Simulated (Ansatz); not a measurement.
Relaxation of a periodic cell of 16 atoms, H10CO5 (contents 4 H2O + 1 H2CO, density as packed 1.17 g/cm³ with natural masses), to a largest force component of 0.3 eV/Å in at most 15 steps.

The calculation used DFT PBE, scalar-relativistic, plane waves, PAW (Ansatz 0.2.0). Settings: accuracy low, cutoff 420 eV, k mesh 1x1x1, fermi-dirac smearing 0.02 eV, no spin polarisation.

```xyz
16
Lattice="5.2512 0.0000 0.0000 0.0000 5.2512 0.0000 0.0000 0.0000 5.2512" Properties=species:S:1:pos:R:3:forces:R:3
O 4.676 1.543 1.171 0.02 -0.01 0.36
H 4.756 1.965 0.303 -0.10 -0.51 -0.10
H 5.020 0.649 1.030 0.15 0.44 0.02
O 3.058 1.561 3.835 0.27 0.19 0.56
H 2.233 1.487 3.333 -0.15 -0.19 -0.37
H 3.035 2.461 4.191 -0.01 -0.07 0.10
O 1.998 4.653 2.468 0.05 0.32 -0.05
H 1.167 4.305 2.111 0.19 -0.21 0.25
H 2.578 3.878 2.509 -0.17 -0.28 -0.45
O 2.142 2.145 1.317 -0.60 1.15 -0.41
H 1.716 2.399 0.485 -0.04 -0.25 0.38
H 2.320 1.199 1.210 0.26 -0.11 -0.01
O 5.383 5.550 4.147 -0.38 -1.43 0.04
C 4.831 4.549 4.574 0.53 1.29 -0.80
H 4.242 3.880 3.924 0.01 -0.13 -0.14
H 4.890 4.254 5.636 -0.04 -0.19 0.61
```

Where does it end, and by what steps?

The forces met the threshold. The threshold is loose, so the end isn't yet a minimum. Limits of this set-up: coarse k mesh, low accuracy level. After 13 steps the energy has fallen by 3.040 eV; O13 moved furthest, 1.44 Å.

```tsv
step	energy less start (eV)	largest force component (eV/Å)	accepted
0	0.0000	1.427	yes
1	-0.4056	1.383	yes
2	-0.7015	1.537	yes
3	-1.1532	1.185	yes
4	-1.5872	1.446	yes
5	-1.9757	1.103	yes
6	-2.3120	1.688	yes
7	-2.5436	1.066	yes
8	-2.6790	0.767	yes
9	-2.8114	1.027	yes
10	-2.8874	0.977	yes
11	-2.9164	1.194	yes
12	-3.0176	0.547	yes
13	-3.0397	0.252	yes
```

```xyz
16
Lattice="5.2512 0.0000 0.0000 0.0000 5.2512 0.0000 0.0000 0.0000 5.2512" Properties=species:S:1:pos:R:3
O 5.117 1.493 0.890
H 4.767 1.254 0.005
H 5.703 0.768 1.223
O 3.437 1.440 4.028
H 2.925 0.931 3.362
H 2.790 1.846 4.656
O 1.858 5.272 2.130
H 1.215 4.860 2.749
H 2.157 4.484 1.612
O 2.241 2.852 0.867
H 1.305 2.505 0.843
H 2.711 2.262 1.490
O 5.403 4.142 3.853
C 4.447 4.135 4.598
H 3.393 4.165 4.227
H 4.576 4.068 5.711
```

Whether the end is a true minimum wasn't checked by a vibrational analysis.

The run took 13 s on 1 thread of Arm Neoverse V1, with other jobs on the host, peak memory 0.28 GiB.
